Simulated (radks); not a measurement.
Coulomb parameter of the 4f shell of the dysprosium ion Dy2+ in the model configuration [Xe] 4f9 6s1, as a second difference U = [E(n + 0.25) + E(n - 0.25) - 2 E(n)] / (0.25)^2 with all orbitals relaxed. "Bare": the charge of the atom changes with n. "Screened": the 6s shell takes up the change at fixed total charge, which measures U(4f,4f) + U(6s,6s) - 2 U(4f,6s). Calculated with a radial shooting solver on a logarithmic mesh with Libxc functionals: scalar-relativistic Kohn-Sham, PBE, spin-unpolarised, spherical densities, point nucleus.

| case | configuration | E - E(n) (eV) |
|---|---|---|
| start | [Xe] 4f9 6s1 | 0.000 |
| bare +0.25 | [Xe] 4f9.25 6s1 | -5.927 |
| bare -0.25 | [Xe] 4f8.75 6s1 | 7.051 |
| screened +0.25 | [Xe] 4f9.25 6s0.75 | -2.102 |
| screened -0.25 | [Xe] 4f8.75 6s1.25 | 2.576 |

U(bare) = 17.982 eV, U(screened by 6s) = 7.587 eV, against the Slater integral F0(4f,4f) = 31.401 eV with frozen orbitals.
